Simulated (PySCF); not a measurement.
## Unknown compound

Molecular formula: C$_{4}$H$_{11}$NO$_{3}$Si$_{2}$. Simulated spectra:

1H NMR (400 MHz, computed): δ 5.02 (s, 2H), 3.94 (s, 6H), 3.65 (s, 3H).

13C{1H} NMR (computed): δ 124.9 (C), 56.4 (CH3), 52.3 (CH3, 2C).

In vacuum, averaged over atoms made equivalent by symmetry, fast rotation or ring inversion, non-relativistic Hamiltonian, single conformer. PBE0/pcSseg-1 with gauge-including orbitals; coordinates at the GFN2-xTB level; PySCF.

Scale: 1H (31.72 ppm), 13C (186.93 ppm) against TMS (reference shieldings calculated alike).

Propose a structure and justify it.

## Answers


1. Rings plus π bonds: 2 (no ring in the answer).
2. 3 carbon signals for 4 carbons: some carbons are equivalent by symmetry or fast rotation.
3. Carbon types of the structure: 1 × C, 3 × CH3, leaving 2 H on heteroatoms.
4. δC 124.9: nitrile carbon; typical of a nitrile.
5. δC 56.4, 52.3: methyl carbon bonded to O; pulled downfield by the heteroatom.
6. δH 5.02: hydrogen on a silicon bonded to O, Si.
7. δH 3.94, 3.65: hydrogen on a methyl carbon bonded to O; its carbon carries O, an electronegative neighbour.

The compound is `CO[SiH2][Si](C#N)(OC)OC`.

This is the structure that produced the data.

Shifts are as computed. Against solution values, carbons near 30 ppm lie about +3 ppm off and those near 130 ppm about +5 ppm. Of 1309 compounds with measured shifts, 239 miss one by over three times the rms of a fit or turn the order of signals round; such compounds aren't used in these exercises. Multiplicities follow the n + 1 count of equivalent neighbours, as no J values were calculated; m marks all less simple cases, F and P coupling included.
